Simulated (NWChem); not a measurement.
Species: GaCl2 cation; SMILES [Cl][Ga+][Cl]

Computed with NWChem. Pople sets run with spherical d functions. Geometry: optimised at PBE0/def2-SVP. Vertical excitations in the gas phase; the lowest state need not have the same character in each row.

Question: Among these, which level gives the lowest value of “lowest excitation, singlet (eV)”?
A. LRC-wPBEh/6-31G*, TDA
B. PBE/6-31G*, TDA
C. CAM-B3LYP/6-31G*, TDA
D. B3LYP/6-31G*, TDA

Answer: B, PBE/6-31G*, TDA. Values: PBE/6-31G*, TDA 4.43; B3LYP/6-31G*, TDA 4.72; CAM-B3LYP/6-31G*, TDA 5.11; LRC-wPBEh/6-31G*, TDA 5.24
